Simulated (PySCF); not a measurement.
A side-by-side comparison of computed properties.

First species: SnIMe3, C3H9ISn.
SMILES: `[CH3][Sn]([CH3])([CH3])[I]`

Second species: triethylborane, C₆H₁₅B.
Bonds: C1–C2, C2–B3, B3–C4, C4–C5, B3–C6, C6–C7. Hydrogens: H8, H9, H10 on C1; H11, H12 on C2; H13, H14 on C4; H15, H16, H17 on C5; H18, H19 on C6; H20, H21, H22 on C7.

Levels: B3LYP/def2-SVPD for dipole moment, HOMO energy, LUMO energy, HOMO–LUMO gap and static isotropic polarisability; TDDFT B3LYP/def2-SVPD for lowest singlet excitation; TDA B3LYP/def2-SVPD for lowest triplet excitation (Tamm–Dancoff); ΔSCF B3LYP/def2-SVPD for vertical ionisation energy; PBE0-D3(BJ)/def2-SVP for rotational constant A and rotational constant C. Geometries: PBE0-D3(BJ)/def2-SVP. Each species is one conformer at its optimised geometry, gas phase (atoms past krypton carry core potentials, spin–orbit coupling is left out). Electronic properties by PySCF.

The conformers computed, where there is a choice (atom-mapped SMILES and torsion angles):
- `[CH3:1][CH2:2][B:3]([CH2:4][CH3:5])[CH2:6][CH3:7]`: C1–C2–B3–C4 100°, C2–B3–C4–C5 -170°, C2–B3–C6–C7 -93°

Values for the first species:

- Dipole moment: 3.29 D
- HOMO energy: -6.84 eV
- LUMO energy: -0.90 eV
- HOMO–LUMO gap: 5.94 eV
- Lowest singlet excitation: 4.96 eV
- Lowest triplet excitation (Tamm–Dancoff): 4.57 eV
- Static isotropic polarisability: 118.2 au
- Vertical ionisation energy: 8.98 eV
- Rotational constant A: 2.383 GHz
- Rotational constant C: 0.700 GHz

**Question.** Estimate the same properties for the second species, and the change in each.

**Answer.** 
```json
{"property": "dipole moment", "first": "3.29 D", "second": "0.10 D", "second less first": "-3.19 D"}
{"property": "HOMO energy", "first": "-6.84 eV", "second": "-7.70 eV", "second less first": "-0.86 eV"}
{"property": "LUMO energy", "first": "-0.90 eV", "second": "-0.57 eV", "second less first": "+0.33 eV"}
{"property": "HOMO–LUMO gap", "first": "5.94 eV", "second": "7.13 eV", "second less first": "+1.19 eV"}
{"property": "lowest singlet excitation", "first": "4.96 eV", "second": "5.78 eV", "second less first": "+0.82 eV"}
{"property": "lowest triplet excitation (Tamm–Dancoff)", "first": "4.57 eV", "second": "5.34 eV", "second less first": "+0.77 eV"}
{"property": "static isotropic polarisability", "first": "118.2 au", "second": "89.3 au", "second less first": "-28.9 au"}
{"property": "vertical ionisation energy", "first": "8.98 eV", "second": "9.71 eV", "second less first": "+0.73 eV"}
{"property": "rotational constant A", "first": "2.383 GHz", "second": "2.615 GHz", "second less first": "+0.232 GHz"}
{"property": "rotational constant C", "first": "0.700 GHz", "second": "1.241 GHz", "second less first": "+0.541 GHz"}
```

On the first: No computed singlet falls in the visible range (750 to 380 nm, 1.65 to 3.26 eV); S1 lies 1.70 eV above its blue end. The ΔSCF ionisation energy exceeds −ε(HOMO) by 2.14 eV with B3LYP. Atoms past krypton carry effective core potentials; spin–orbit coupling is left out.

On the second: The ΔSCF ionisation energy exceeds −ε(HOMO) by 2.01 eV with B3LYP. The vertical singlet–triplet gap S1 − T1 is 0.44 eV (TDDFT singlet less Tamm–Dancoff triplet; S1: HOMO→LUMO, weight 0.97; T1: HOMO→LUMO, weight 0.95).
